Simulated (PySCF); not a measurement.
Compound: C₂H₉GeNSi.
Bonds: C1–C2 (double), C2–Si3, Si3–N4, N4–Ge5. Hydrogens: H6, H7 on C1; H8 on C2; H9, H10 on Si3; H11 on N4; H12, H13, H14 on Ge5.

A calculation gives these core lines: C 1s: 289.90 (area 1), 290.30 (area 1) eV; N 1s: 403.95 eV; Si 1s: 1846.49 eV; Si 2p3/2: 106.59 eV.

Computed with delta-SCF UKS SCAN, pcX-2 on the ionised atom, pcseg-1 elsewhere, spin-free X2C (PySCF 2.14.0). One conformer (not necessarily the lowest) at the PBE0-D3(BJ)/def2-SVP geometry, without solvent, vibrations or thermal averaging.

Q: Which carbon gives which C 1s line?

A: 289.90 eV: C2 (alkene CH carbon); 290.30 eV: C1 (terminal =CH2 carbon). The listed C 1s values span 0.40 eV, from C2 (bonded to C (double bond), H and Si) to C1 (bonded to C (double bond) and 2 H). Summing the Pauling electronegativity differences to the bonded atoms, each weighted by its formal bond order, gives -1.00 for the lowest site and -0.70 for the highest.

Bonded neighbours of each site: C1: C (double bond) and 2 H; C2: C (double bond), H and Si; Si3: N, C and 2 H; N4: H, Ge and Si.

Q: Which photon wavelength matches the N 1s of N4 threshold?

A: λ = hc/E = 12398.42 eV Å / 403.95 eV = 30.693 Å.

Spin–orbit coupling isn't in the SCF: each 2p doublet comes from a relaxed spin-free hole plus a matrix of the shell (mean-field spin–orbit coupling and the ground-state 2p splitting), with 2p3/2 averaged over its two sublevels. 2p1/2 minus 2p3/2 (ligand field included): Si 0.62 eV. No level of germanium is listed.

Shape of the structure used: `[CH2:1]=[CH:2][SiH2:3][NH:4][GeH3:5]`: C1–C2–Si3–N4 1°, C2–Si3–N4–Ge5 -91°.
